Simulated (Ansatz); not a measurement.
`C[SiH](Cl)[GeH3]` + `BS` → `BS[SiH](C)Cl` + GeH₄ at 700 K and 1 bar (cleavage of the Si–Ge bond).

Program: Ansatz. Geometries: PBE0-D4/def2-TZVP. ΔE: electronic, gas phase. CCSD(T)/CBS adds triple-zeta CCSD(T) − MP2 to the extrapolated MP2 energy (def2 sets, frozen cores). This one scheme is used for every species. For Ge outer-core shells are correlated without core-valence functions, which leaves a few kJ/mol of doubt a bond. Scalar relativity is left out up to krypton. One conformer a species, not always the lowest.

```
           species  CCSD(T)/CBS energy (Eh)  H − E (kJ/mol)  S (J/(mol·K))
`C[SiH](Cl)[GeH3]`              -2867.29429           271.2          502.3
              `BS`               -424.38198           115.9          297.3
    `BS[SiH](C)Cl`              -1213.19788           272.5          501.2
              GeH₄              -2078.49493           112.9          267.3
```

H − E and S are ideal-gas, rigid-rotor, harmonic terms from PBE0-D4/def2-TZVP, for one conformer and one mirror image of each species. 1 Eh = 2625.50 kJ/mol, R = 8.31446 J/(mol·K).

Q: By hand: ΔE, ΔH, ΔS and ΔG.

A: ΔE = (-1213.19788) + (-2078.49493) − (-2867.29429) − (-424.38198) = -0.01654 Eh = -43.4 kJ/mol. Δ(H − E) = 272.5 + 112.9 − 271.2 − 115.9 = -1.7, so ΔH = -45.1 kJ/mol. ΔS = 501.2 + 267.3 − 502.3 − 297.3 = -31.1 J/(mol·K). ΔG = -45.1 − 700 × (-31.1)/1000 = -23.3 kJ/mol.

Q: By hand: the equilibrium constant, and the temperature at which ΔG would vanish if ΔH and ΔS stayed fixed.

A: log₁₀ K = −ΔG/(RT ln 10) = 1.7. ΔG = 0 at ΔH/ΔS = 1450 K.

TΔS isn't small against ΔH here. A doubt of 5 kJ/mol in ΔE shifts log₁₀ K by 0.4 here. Other conformers and mirror images would add mixing entropy, several J/(mol·K) or more a flexible species. Modes under 60 cm⁻¹, often nearly free rotors, make the harmonic entropy too high. These are equilibria of isolated gas molecules and say nothing of rates. Largest T1 diagnostic: 0.015 (customary marks: 0.02 for closed shells, 0.045 for open ones).
